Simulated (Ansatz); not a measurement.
C2F3O, SMILES O=[C]C(F)(F)F, multiplicity 2.

Geometry optimised at r2SCAN-D4/def2-SVP. The isomer is the one that the SMILES or the coordinates give; other isomers of the formula were not compared.

Two levels are set side by side: PBE/def2-SVPD (Ansatz, a quantum-chemistry and plane-wave program) and CAM-B3LYP/def2-SVPD (Ansatz). Energy differences of separate SCF runs at the same geometry; the states with an electron removed or added have multiplicity 1 and 1. Differences are taken from unrounded values.

```csv
quantity,PBE
vertical ionisation energy (eV),9.93
vertical electron affinity (eV),0.78
```

### Question
These are the PBE values. What does CAM-B3LYP give? (An estimate is asked for; the answer gives what the named calculation found.)

### Answer

| quantity | CAM-B3LYP | PBE minus CAM-B3LYP |
|---|---|---|
| vertical ionisation energy (eV) | 10.54 | -0.62 |
| vertical electron affinity (eV) | 1.05 | -0.27 |
